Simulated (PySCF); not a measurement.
**Electron correlation in Te (tellurium, neutral)**

Starting occupation: [Kr] 4d10 5s2 5p4, 5p1/2 with m_j = -1/2, +1/2, 5p3/2 with m_j = +1/2, +3/2. All numbers are calculated (PySCF 2.14, X2C-1e with screened-nucleus spin-orbit coupling, Gaussian nucleus, in x2c-TZVPPall-2c with one added diffuse shell each of s, p, d, f type (9s10p6d3f, 90 functions)). Frozen: [Kr]; 16 electrons correlated; the 14 highest virtual spinors left out.

MP2 pair energies summed by pair of shells (mhartree):

```csv
pair,energy,share (%)
4d-4d,-242.87,54.7
4d-5p,-67.56,15.2
4d-5s,-47.68,10.7
5p-5p,-39.32,8.9
5p-5s,-38.99,8.8
5s-5s,-7.18,1.6
```

Total MP2 correlation energy: -443.61 mhartree.

The virtual space was cut to 110 spinors, which keep -443.56 of the -443.61 mhartree of MP2 correlation.

```tsv
level	correlation energy (mhartree)
CCSD	-423.66
(T)	-7.15
CCSD(T)	-430.81
```

Diagnostics: T1 = 0.0069, largest double amplitude 0.051.

Cost of the coupled-cluster step: 690 s of wall time on 4 threads of Neoverse-V2 (shared host), for 16 occupied and 110 virtual spinors.

Iterations:

```
Init t2, MP2 energy = -0.4435584887844
CCSD nocc = 16, nmo = 126
Init t2, MP2 energy = -0.4435584887844
Init E_corr(GCCSD) = -0.4435584887844
cycle = 1  E_corr(GCCSD) = -0.414621446951267  dE = 0.0289370418  norm(t1,t2) = 0.0550047
cycle = 2  E_corr(GCCSD) = -0.423281263164518  dE = -0.00865981621  norm(t1,t2) = 0.0136303
cycle = 3  E_corr(GCCSD) = -0.423166004693742  dE = 0.000115258471  norm(t1,t2) = 0.00521791
cycle = 4  E_corr(GCCSD) = -0.423709250332513  dE = -0.000543245639  norm(t1,t2) = 0.00187726
cycle = 5  E_corr(GCCSD) = -0.423643254131943  dE = 6.59962006e-05  norm(t1,t2) = 0.00104826
cycle = 6  E_corr(GCCSD) = -0.423649755868325  dE = -6.50173638e-06  norm(t1,t2) = 0.000778464
cycle = 7  E_corr(GCCSD) = -0.423674989604699  dE = -2.52337364e-05  norm(t1,t2) = 0.000419393
cycle = 8  E_corr(GCCSD) = -0.423660500111859  dE = 1.44894928e-05  norm(t1,t2) = 0.000158669
cycle = 9  E_corr(GCCSD) = -0.423664065589047  dE = -3.56547719e-06  norm(t1,t2) = 4.27232e-05
cycle = 10  E_corr(GCCSD) = -0.423662964295323  dE = 1.10129372e-06  norm(t1,t2) = 1.26971e-05
cycle = 11  E_corr(GCCSD) = -0.423663303598895  dE = -3.39303572e-07  norm(t1,t2) = 2.85151e-06
cycle = 12  E_corr(GCCSD) = -0.423663236040891  dE = 6.75580039e-08  norm(t1,t2) = 9.04027e-07
cycle = 13  E_corr(GCCSD) = -0.423663252475701  dE = -1.64348097e-08  norm(t1,t2) = 2.9355e-07
cycle = 14  E_corr(GCCSD) = -0.423663255352887  dE = -2.87718577e-09  norm(t1,t2) = 7.73014e-08
GCCSD converged
E(GCCSD) = -6792.281363979188  E_corr = -0.423663255352887
```

The GHF reference relaxed away from the jj start to a determinant that is no pure jj level (⟨S²⟩ = 1.90, ⟨J²⟩ = 6.03); the energies belong to that determinant.

This basis was not built for core-valence correlation, so the inner-shell part is incomplete.
